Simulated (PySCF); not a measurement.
Fluorine: a sound run and one with changed settings

Sound run: F⁺ [He] 2s2 2p4, F²⁺ [He] 2s2 2p3. All numbers are calculated (PySCF 2.14, no relativity, point nucleus, in cc-pVDZ (3s2p1d, 14 functions)). The sound run starts from symmetry-adapted Hartree-Fock orbitals and uses a fine grid where one is needed.

Changed run: radial step 0.3 in ln r (0.13 in the sound run). This setting is unsound on purpose.

| species | method | sound run (hartree) | changed run (hartree) | converged |
| --- | --- | --- | --- | --- |
| F⁺ | UHF | -98.80049 | -98.80049 | yes |
| F⁺ | M06-2X | -99.06012 | -99.05437 | yes |
| F⁺ | BP86 | -99.07520 | -99.07519 | yes |
| F²⁺ | UHF | -97.57269 | -97.57269 | yes |
| F²⁺ | M06-2X | -97.76990 | -97.77648 | yes |
| F²⁺ | BP86 | -97.76524 | -97.76535 | yes |

Ionisation energy of F⁺:

```
method  sound run (eV)  changed run (eV)
   UHF          33.410            33.410
M06-2X          35.109            34.773
  BP86          35.646            35.643
```

A coarse radial grid mis-integrates the density and the exchange-correlation energy, with errors of either sign; Hartree-Fock needs no grid.

For comparison, NIST gives 34.971 eV between the lowest levels.
